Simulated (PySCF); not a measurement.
Electron correlation in Ca (calcium, neutral)

[Ar] 4s2, closed-shell 1S. All numbers are calculated (PySCF 2.14, no relativity, point nucleus, in 6-31G* (5s4p3d, 32 functions)). Frozen: [Ar]; 2 electrons correlated.

Total MP2 correlation energy: -17.34 mhartree.

Same-spin part 0.00 and opposite-spin part -17.34 mhartree; SCS-MP2 scales them by 1/3 and 6/5 to -20.80 mhartree.

With two correlated electrons CCSD is exact within the correlated space (frozen core and kept virtual orbitals).

```csv
level,correlation energy (mhartree)
CCSD,-26.49
```

Diagnostics: T1 = 0.011, D1 = 0.0160, largest double amplitude 0.119.

Task: Is a single reference adequate?

Result: Mostly. T1 lies below 0.03, but a double amplitude of this size points to a near-degeneracy that CCSD handles and MP2 describes poorly.
